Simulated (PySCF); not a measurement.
CHF, SMILES [CH]F (connectivity only; charge and spin as stated), neutral, multiplicity 1. Atoms are numbered in the order given.

```xyz
3

C     -0.1883    -0.7007     0.0000
F      0.0307     0.5914     0.0000
H      0.8536    -1.1187     0.0000
```

The structure is a stationary point at B3LYP-D3(BJ)/def2-TZVPD. The isomer is the one that the SMILES or the coordinates give; other isomers of the formula were not compared.

These are PySCF with r2SCAN/def2-TZVPD values and carry that method's errors.

Computed frontier levels, gap, dipole moment and polarisability:
- highest occupied level = -6.09 eV
- lowest empty level = -3.84 eV
- orbital gap = 2.25 eV
- dipole moment = 0.312 e·Å
- quadrupole, principal values (traceless, Buckingham form, about the centre of nuclear charge) = -3.74, 1.84, 1.90 D·Å
- mean static polarisability = 16.6 bohr³ (2.46 Å³)
- polarisability, principal values = 14.4, 16.7, 18.7 bohr³
